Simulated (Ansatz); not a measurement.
Breaking the Ge1–H2 bond in GeH (multiplicity 2 held). Energies count from the point at 1.606 Å.


Signs of static correlation in cc-pVDZ, with CASSCF(5,5), from Ansatz (an electronic-structure program) runs.

```csv
R (Å),T1 of restricted CCSD,⟨S²⟩ of UHF,largest double amplitude of restricted CCSD,weight of the CASSCF reference in MRCISD,CASSCF natural occupations
1.285,0.018,0.762,0.090,0.963,1.99 1.94 1.00 0.06 0.02
1.446,0.018,0.761,0.079,0.963,1.98 1.94 1.00 0.05 0.02
1.606,0.019,0.761,0.080,0.962,1.98 1.94 1.00 0.05 0.03
1.767,0.021,0.762,0.103,0.962,1.97 1.94 1.00 0.05 0.04
1.928,0.023,0.765,0.132,0.962,1.97 1.93 1.00 0.06 0.05
2.169,___,0.966,0.182,0.962,1.96 1.89 1.00 0.10 0.04
2.410,0.043,___,0.241,0.961,1.96 1.83 1.00 0.17 0.04
2.811,0.083,1.594,0.356,0.960,1.96 1.66 1.00 0.34 0.04
3.213,0.182,1.696,0.418,0.959,1.97 1.44 1.00 0.56 0.04
3.695,0.356,1.739,0.228,0.959,1.97 1.24 1.00 0.76 0.03
4.337,0.460,1.755,0.119,0.959,1.97 1.10 1.00 0.90 0.03
5.140,0.216,1.758,0.952,0.959,1.97 1.03 1.00 0.97 0.03
6.425,0.210,1.759,1.013,0.959,1.97 1.00 1.00 1.00 0.03
```

Problem. Some entries are withheld; supply them.

Solution. 
- 2.169, T1 of restricted CCSD: 0.030
- 2.410, ⟨S²⟩ of UHF: 1.316

Doubts at one or more of the structures used: a restricted determinant that unrestricted orbitals would lower (RO-CCSD(T)/cc-pVDZ); T1 above 0.05 (RO-CCSD(T)/cc-pVDZ, U-CCSD(T)/cc-pVDZ); other coupled-cluster roots lie near (RO-CCSD(T)/cc-pVDZ); a spin-contaminated determinant (U-CCSD(T)/cc-pVDZ).
